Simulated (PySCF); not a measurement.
Cl$_{3}$Sn, doublet, geometry from GFN2-xTB (such geometries of metal compounds can be far from the true shape) (the spin is typed, not shown lowest) (all electrons, no relativity). Base run: HF/STO-3G (PySCF).

Geometry (Å):
```xyz
4

Sn     0.0801     0.3895     0.2439
Cl     2.1092    -0.5945    -0.6182
Cl    -0.9947    -1.3226     1.5638
Cl    -1.3502     0.7715    -1.6632
```
Charge 0, spin multiplicity 2.
Orbitals are unrestricted.
All else is at PySCF's defaults.

Variants of this job, named by their change:

```csv
change,basis functions,E (Eh),HOMO (eV),dipole (D)
base,54,-7327.22866,-8.31,4.34
basis = x2c-TZVPall; relativity = none,171,-7282.63670,-10.63,2.83
basis = ANO-RCC-VDZP; relativity = spin-free X2C,97,-7556.62002,-11.06,3.37
basis = jorge-DZP-DKH; relativity = none,120,-7340.52833,-10.97,4.03
basis = jorge-DZP-DKH; relativity = spin-free X2C,120,-7551.48820,-11.25,4.13
basis = jorge-DZP-DKH; relativity = spin-free X2C; nucleus = Gaussian (with nucmod='G'),120,-7551.34427,-11.25,4.13
basis = x2c-TZVPall; relativity = spin-free X2C,171,-7556.79852,-10.85,2.98
basis = ANO-RCC-VDZP; relativity = spin-free X2C; nucleus = Gaussian (with nucmod='G'),97,-7556.45129,-11.06,3.37
basis = ANO-RCC-VDZP; relativity = none,97,-7228.81765,-10.77,2.99
basis = x2c-TZVPall; relativity = spin-free X2C; nucleus = Gaussian (with nucmod='G'),171,-7556.65537,-10.85,2.98
```

Totals shift with the method and basis; they matter in differences.

Open shells are given as the SCF converged; they aren't shown to be the lowest states, and a large step between rows can be another state.

Basis sets contracted for a relativistic Hamiltonian are a mismatch without it, so the rows without relativity aren't non-relativistic limits. No row has spin-orbit coupling; sets with core potentials leave out the core electrons.
